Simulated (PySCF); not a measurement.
## Ta: excitation energy

Ta [Xe] 4f14 5d3 6s2 (4F) → Ta [Xe] 4f14 5d3 6s1 6p1 (high-spin determinant), as a difference of total energies. Calculation: PySCF 2.14, in ANO-RCC-VTZP (8s7p5d3f2g1h, 104 functions); the spin-free X2C one-electron Hamiltonian (Gaussian nucleus). Correlated levels: valence: [Xe] 4f14 frozen. The calculations carry no spin-orbit coupling.

```
           method  excitation energy (eV)
              UHF                   1.460
              LDA                   3.198
              PBE                   2.916
             PBE0                   2.672
           r2SCAN                   2.525
    MP2 (valence)                   2.354
SCS-MP2 (valence)                   2.647
```

How much does correlation contribute at MP2 (valence)?

2.354 − (1.460) = 0.894 eV, measured against UHF.

A first-order spin-orbit estimate (lowest level to lowest level, LS coupling) adds -0.267 eV.

The basis was made for the ground configuration and has no added diffuse functions, so the excitation energy can come out too high.

The determinant of the upper state mixes LS terms, which raises its energy above the lowest term, most at the Hartree-Fock and MP2 levels.
